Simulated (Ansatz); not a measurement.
The same redistribution along the group B, Al, Ga, In.

Calculated with Ansatz (gas phase, PBE0-D4/def2-TZVP geometries, no zero-point term in ΔE). CCSD(T)/CBS is the MP2 limit (def2-TZVPP, def2-QZVPP) plus CCSD(T) − MP2 in def2-TZVPP, frozen cores. DFT in def2-TZVPP. Elements past krypton have def2 core potentials. For Br, Ga, In, Sn outer-core shells are correlated without core-valence functions, which leaves a few kJ/mol of doubt a bond. Scalar relativity is left out up to krypton. Each species was taken in one conformer, which may not be the lowest.

| reaction | CCSD(T)/CBS(def2) (kcal/mol) |
| --- | --- |
| `COB(O)O` + `[Cl][Sn][Br]` → `COB(O)Br` + `[OH][Sn][Cl]` | ? |
| `C[O][Al]([OH])[OH]` + `[Cl][Sn][Br]` → `C[O][Al]([OH])[Br]` + `[OH][Sn][Cl]` | 12.5 |
| `C[O][Ga]([OH])[OH]` + `[Cl][Sn][Br]` → `C[O][Ga]([OH])[Br]` + `[OH][Sn][Cl]` | 2.1 |
| `C[O][In]([OH])[OH]` + `[Cl][Sn][Br]` → `C[O][In]([OH])[Br]` + `[OH][Sn][Cl]` | -7.1 |

Question: Fill in the missing values. (Estimate.)

Answer: Computed: `COB(O)O` + `[Cl][Sn][Br]` → `COB(O)Br` + `[OH][Sn][Cl]`: +30.2 kcal/mol.

Largest T1 diagnostic: 0.017, for `C[O][In]([OH])[OH]`.
